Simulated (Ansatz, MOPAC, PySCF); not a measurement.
Donor–acceptor adduct: AlH3 (SMILES [AlH3]) (first 4 atoms) with CH5N (SMILES CN); geometry from B3LYP-D3(BJ)/def2-TZVP, rigid monomers moved along the line of their centres of mass till Al1···N6 is 3.67 Å.
(charge 0, multiplicity 1):
```json
[
 {"atom": "Al", "x (Å)": "-0.3276", "y (Å)": "0.5959", "z (Å)": "1.6706"},
 {"atom": "H", "x (Å)": "-0.7549", "y (Å)": "-0.8657", "z (Å)": "1.1855"},
 {"atom": "H", "x (Å)": "0.9299", "y (Å)": "1.2723", "z (Å)": "0.9526"},
 {"atom": "H", "x (Å)": "-1.4915", "y (Å)": "1.5632", "z (Å)": "2.1841"},
 {"atom": "C", "x (Å)": "-0.0920", "y (Å)": "-1.0950", "z (Å)": "5.9559"},
 {"atom": "N", "x (Å)": "0.8255", "y (Å)": "-0.4258", "z (Å)": "5.0044"},
 {"atom": "H", "x (Å)": "-0.9383", "y (Å)": "-0.4368", "z (Å)": "6.1403"},
 {"atom": "H", "x (Å)": "0.3991", "y (Å)": "-1.3339", "z (Å)": "6.9000"},
 {"atom": "H", "x (Å)": "-0.4616", "y (Å)": "-2.0083", "z (Å)": "5.4945"},
 {"atom": "H", "x (Å)": "1.1918", "y (Å)": "0.4300", "z (Å)": "5.4130"},
 {"atom": "H", "x (Å)": "1.6303", "y (Å)": "-1.0179", "z (Å)": "4.8174"}
]
```

Interaction energies are E(AB) − E(A) − E(B) at the monomers' geometry in the complex; basis-set methods are counterpoise corrected. Rows marked so take none.

Rows in 6-31G* carry no dispersion term and start afresh at each structure (6-31G* with six Cartesian d functions). The state that PM6 reach isn't checked.

Codes used: Ansatz (a quantum-chemistry and plane-wave program); MOPAC for PM6 (differences of heats of formation); PySCF for 6-31G* rows. 

Question: One of these levels gives -10.0 kJ/mol for the interaction energy. Name it.
(A) BP86/6-31G* (no counterpoise)
(B) PM6
(C) r2SCAN/def2-TZVPPD

Answer: B, PM6. The others give -36.6 (BP86/6-31G* (no counterpoise)), -29.0 (r2SCAN/def2-TZVPPD)
